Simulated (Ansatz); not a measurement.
A run for Ansatz (an electronic-structure program): R-CCSD(T)/aug-cc-pV(D+d)Z on HCl (SMILES Cl) with ghost functions, monomers drawn apart or pushed together. Files ending in .json are basis or fitting sets from the Basis Set Exchange.

Ansatz 0.2 input:
```yaml
crystal:
  periodic: [false, false, false]
  atoms:
    - {symbol: Cl, position_ang: [0.30878794, -0.48083887, 0.00354407]}
    - {symbol: H, position_ang: [0.19250176, -0.28751925, 1.27725835]}
basis:
  gaussian:
    orbitals: aug-cc-pV_D+d_Z.json
    ghost_atoms:
      - {symbol: C, position_ang: [-0.76726753, 0.64918778, 5.35663057]}
      - {symbol: C, position_ang: [0.38918677, 0.02932842, 5.55755723]}
      - {symbol: H, position_ang: [-1.70766064, 0.11151415, 5.35050666]}
      - {symbol: H, position_ang: [-0.81882262, 1.71901015, 5.19440647]}
      - {symbol: H, position_ang: [1.32921156, 0.56760040, 5.56748310]}
      - {symbol: H, position_ang: [0.44041560, -1.03986792, 5.72376885]}
magnetization: {spin_polarized: false}
correlation: {method: ccsd_t, electrons: outside_noble_gas}
scf: {lower_state_search: off}
```

It printed:

```
WARN ansatz: RAYON_NUM_THREADS=2 ignored (pool sized by the plan → 2); use --threads N
Functional definition: HF
these checks for a lower state are left out or cut short: stability, starts, cluster_reference, orbital_swaps, neighbouring_geometries, increment
integrals: 0.19 GiB planned
979 factors; integrals over basis functions are off by at most 8.1e-4 eV
mean field: 0.22 GiB planned
mean field evaluation 1: about -12519.4041 eV, gradient 1.0e1 eV
mean field evaluation 2: about -12519.4043 eV, gradient 1.0e1 eV
mean field evaluation 4: about -12519.8025 eV, gradient 1.1e0 eV
mean field evaluation 8: about -12519.8093 eV, gradient 1.5e-5 eV
mean field -12519.80933458 eV, -460.0945068143 hartree, gradient 7.0e-7 eV, S^2 0.000000; 0 other end points of the search recorded, 0 dependent functions left out
5 core orbitals not correlated
reference -12519.80933458 eV, -460.0945068143 hartree; 4, 4 occupied and 114, 114 virtual orbitals, 979 factors
second order -4.42995318 eV of doubles, -0.00000000 eV of singles
coupled cluster: 0.54 GiB planned
cycle   1  -4.80820782 eV  change   -3.8e-1 eV  update   3.8e-2
cycle   2  -4.91344594 eV  change   -1.1e-1 eV  update   1.2e-2
cycle   3  -4.92185035 eV  change   -8.4e-3 eV  update   2.8e-3
cycle   4  -4.92164186 eV  change    2.1e-4 eV  update   6.4e-4
cycle   5  -4.92142152 eV  change    2.2e-4 eV  update   1.3e-4
cycle   6  -4.92140561 eV  change    1.6e-5 eV  update   3.4e-5
cycle   7  -4.92140916 eV  change   -3.5e-6 eV  update   1.1e-5
cycle   8  -4.92140988 eV  change   -7.2e-7 eV  update   3.7e-6
perturbative correction -0.12134197 eV, -0.0044592353 hartree
Total energy: -12524.85208643 eV, -460.2798245268 hartree
Checks for a lower state left out: stability, starts, cluster_reference, orbital_swaps, neighbouring_geometries, increment
```

Self-consistency was reached.

Cost: around 5 core-seconds (rough).
